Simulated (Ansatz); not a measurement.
CH6SSi2, SMILES `C1[SiH2][SiH2]S1`. Total charge 0; spin multiplicity 1. Geometry: relaxed with PBE0-D4/def2-TZVP.

```xyz
10

C     1.252   -0.600    0.171
Si    0.334    1.057    0.045
Si   -1.546   -0.267   -0.268
S    -0.163   -1.723    0.528
H     1.737   -0.900   -0.759
H     1.979   -0.666    0.982
H     0.312    1.737    1.368
H     0.847    2.014   -0.975
H    -1.989   -0.556   -1.660
H    -2.763   -0.096    0.569
```

What is the dipole moment at B3LYP/def2-TZVPP? (An estimate is asked.)

The calculation gave: 1.42 D, with components (0.58, 1.18, -0.53) D in this frame, pointing from negative to positive charge.

And with PBE, r2SCAN, ωB97M-V? (Best estimate.)

Ansatz gave: PBE 1.31 D, r2SCAN 1.42 D, ωB97M-V 1.44 D.

Give the Mulliken charges with B3LYP, PBE, r2SCAN in def2-TZVPP. (An estimate is asked.)

Computed: 
```json
{"atom": "C1", "B3LYP": "-0.24", "PBE": "-0.19", "r2SCAN": "-0.15"}
{"atom": "Si2", "B3LYP": "0.22", "PBE": "0.16", "r2SCAN": "0.23"}
{"atom": "Si3", "B3LYP": "0.23", "PBE": "0.18", "r2SCAN": "0.25"}
{"atom": "S4", "B3LYP": "-0.21", "PBE": "-0.19", "r2SCAN": "-0.23"}
{"atom": "H5", "B3LYP": "0.13", "PBE": "0.12", "r2SCAN": "0.10"}
{"atom": "H6", "B3LYP": "0.12", "PBE": "0.12", "r2SCAN": "0.09"}
{"atom": "H7", "B3LYP": "-0.05", "PBE": "-0.04", "r2SCAN": "-0.06"}
{"atom": "H8", "B3LYP": "-0.07", "PBE": "-0.06", "r2SCAN": "-0.08"}
{"atom": "H9", "B3LYP": "-0.06", "PBE": "-0.05", "r2SCAN": "-0.07"}
{"atom": "H10", "B3LYP": "-0.06", "PBE": "-0.05", "r2SCAN": "-0.07"}
```

B3LYP here is the variant with VWN-RPA as its local correlation; programs differ in this.
